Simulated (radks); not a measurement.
Values are calculated unless marked as measured or tabulated.
Problem. The mean radii <r> (bohr) of the occupied orbitals of an atom or ion are listed with their occupations. Code: a radial shooting solver on a logarithmic mesh with Libxc functionals. Model: Dirac Kohn-Sham, exchange-only LDA, spin-unpolarised, spherical densities, finite nucleus; Fermi nuclear charge, rms radius of each element as measured or else 0.836 A^(1/3) + 0.57 fm.

| orbital | occ. | <r> |
|---|---|---|
| 1s1/2 | 2 | 0.01660 |
| 2s1/2 | 2 | 0.06930 |
| 2p1/2 | 2 | 0.05694 |
| 2p3/2 | 4 | 0.06561 |
| 3s1/2 | 2 | 0.1803 |
| 3p1/2 | 2 | 0.1705 |
| 3p3/2 | 4 | 0.1864 |
| 3d3/2 | 4 | 0.1622 |
| 3d5/2 | 6 | 0.1670 |
| 4s1/2 | 2 | 0.3994 |
| 4p1/2 | 2 | 0.4012 |
| 4p3/2 | 4 | 0.4356 |
| 4d3/2 | 4 | 0.4425 |
| 4d5/2 | 6 | 0.4537 |
| 5s1/2 | 2 | 0.8931 |
| 4f5/2 | 6 | 0.4777 |
| 4f7/2 | 8 | 0.4843 |
| 5p1/2 | 1.33333 | 0.9563 |
| 5p3/2 | 2.66667 | 1.046 |
| 5d3/2 | 4 | 1.318 |
| 5d5/2 | 6 | 1.360 |
| 6s1/2 | 1 | 2.207 |
| 7s1/2 | 2 | 5.232 |

Name the element and its charge. Open shells, if any, are shared by 2j + 1.

Solution. Z = 80, mercury, charge +1: Hg+ in [Kr] 4d10 4f14 5s2 5p4 5d10 6s1 7s2. The 1s radius gives Z: for a bare nucleus <r> = (2 gamma + 1)/(2Z) with gamma = sqrt(1 - (Z/c)^2), 0.0164 bohr for Z = 80, and screening makes it slightly larger (0.01660 here). The occupations add up to 79, and the charge is Z minus that.
